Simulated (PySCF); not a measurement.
PySCF job for C2H3F3O, SMILES OCC(F)(F)F, PBE/pcSseg-1. Geometry optimised at B3LYP-D3(BJ)/def2-SVP. The values are those of a single conformer.

```python
import numpy as np
from pyscf import gto, scf, dft
from pyscf.prop.nmr import rks as nmr

mol = gto.M(
    atom='''
    O    -1.97964325   -0.02103936    0.28254954
    C    -0.81608697    0.73360637    0.44596080
    C     0.41855923   -0.01190927   -0.03431522
    F     0.27005227   -0.36923109   -1.32937622
    F     1.50896392    0.76528224    0.05422712
    F     0.64673218   -1.12889929    0.66403806
    H    -2.08573948   -0.21122364   -0.66002009
    H    -0.68915184    0.94167336    1.51876873
    H    -0.83453152    1.70331594   -0.08901921
    ''',
    basis='pcSseg-1',
    charge=0,
    spin=0,
    max_memory=1600,
    verbose=3,
)
mf = dft.RKS(mol, xc='pbe')
mf.grids.level = 3
mf.conv_tol = 1e-10
mf.max_cycle = 100
mf.kernel()
n = nmr.NMR(mf)
n.verbose = 2
n.max_cycle_cphf = 60
sigma = n.kernel()
print('atom   isotropic/ppm   span/ppm')
for i, s in enumerate(sigma):
    w = np.linalg.eigvalsh((s + s.T) / 2)
    print(f'{mol.atom_symbol(i):2s}{i + 1:3d} {w.mean():14.3f} {w[2] - w[0]:11.3f}')
```

Log of the run:

```
converged SCF energy = -452.289239761546
atom   isotropic/ppm   span/ppm
O   1        310.613      81.528
C   2        111.646      53.899
C   3         42.504       8.697
F   4        253.212     175.614
F   5        249.457     159.755
F   6        248.537     163.175
H   7         30.802      19.796
H   8         27.359       6.947
H   9         27.229       8.405
```

The calculation finished and met its thresholds.

Cost: roughly 12 core-seconds.
